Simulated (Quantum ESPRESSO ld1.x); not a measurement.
Results of a calculation; reference values are marked as such.
Pb49+, configuration [Ar] 3d10 4s2 4p3. Code: ld1.x of Quantum ESPRESSO 7.5. Model: Dirac Kohn-Sham, PBE, spin-unpolarised, spherical densities, point nucleus; open shells fill j = l - 1/2 first.

Spin-orbit splittings of the eigenvalues, e(l+1/2) - e(l-1/2), with zeta = 2 splitting/(2l+1) and mean radii in bohr:

shell,occ.,splitting (eV),zeta (eV),<r> j=l-1/2,<r> j=l+1/2
2p,6,2196,1464,0.05479,0.06367
3p,6,508.8,339.2,0.1616,0.1768
3d,10,109.8,43.90,0.1531,0.1577
4p,3,170.4,113.6,0.3371,0.3588
